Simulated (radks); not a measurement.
Coulomb parameter of the 4f shell of the samarium ion Sm+ in the model configuration [Xe] 4f5 5d1 6s1, as a second difference U = [E(n + 0.5) + E(n - 0.5) - 2 E(n)] / (0.5)^2 with all orbitals relaxed. "Bare": the charge of the atom changes with n. "Screened": the 5d shell takes up the change at fixed total charge, which measures U(4f,4f) + U(5d,5d) - 2 U(4f,5d). Method: Dirac Kohn-Sham, PBE, spin-unpolarised, spherical densities, point nucleus; open shells are shared between the two j in proportion to 2j + 1; computed with a radial shooting solver on a logarithmic mesh with Libxc functionals.

case                  configuration  E - E(n) (eV)
start              [Xe] 4f5 5d1 6s1          0.000
bare +0.5        [Xe] 4f5.5 5d1 6s1         -5.271
bare -0.5        [Xe] 4f4.5 5d1 6s1          9.029
screened +0.5  [Xe] 4f5.5 5d0.5 6s1         -2.239
screened -0.5  [Xe] 4f4.5 5d1.5 6s1          3.437

U(bare) = 15.030 eV, U(screened by 5d) = 4.791 eV, against the Slater integral F0(4f,4f) = 27.440 eV with frozen orbitals.
